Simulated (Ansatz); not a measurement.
Cartesian coordinates in Å:
```
O -1.355 -0.493 -1.592
Si 0.043 0.305 -1.286
O 1.369 -0.667 -1.338
C 0.070 0.999 0.442
Si -0.023 -0.303 1.758
F -1.088 -1.419 1.275
H -1.635 -1.122 -0.921
H 0.107 1.348 -2.336
H 1.543 -1.145 -2.150
H -0.767 1.695 0.554
H 0.996 1.568 0.583
H -0.534 0.223 3.049
H 1.273 -0.989 1.962
```

Charge 0, multiplicity 1.

(1) List the ωB97M-V/def2-TZVPP orbital energies in eV (the Gaussian-basis code of Ansatz). (Best estimate.)

## Answers

(1) Computed: Occupied: -1807.86, -1807.63, -677.49, -526.17, -526.00, -281.10, -148.83, -148.54, -103.00, -102.91, -102.91, -102.69, -102.67, -102.64, -36.00, -31.15, -30.59, -22.75, -18.56, -18.10, -17.33, -15.68, -15.43, -15.03, -14.35, -14.16, -13.66, -13.61, -12.25, -11.97, -11.68, -11.63, -10.77. Lowest empty: 1.76, 2.30, 2.60, 3.03, 3.47, 3.74, 4.00, 4.19.
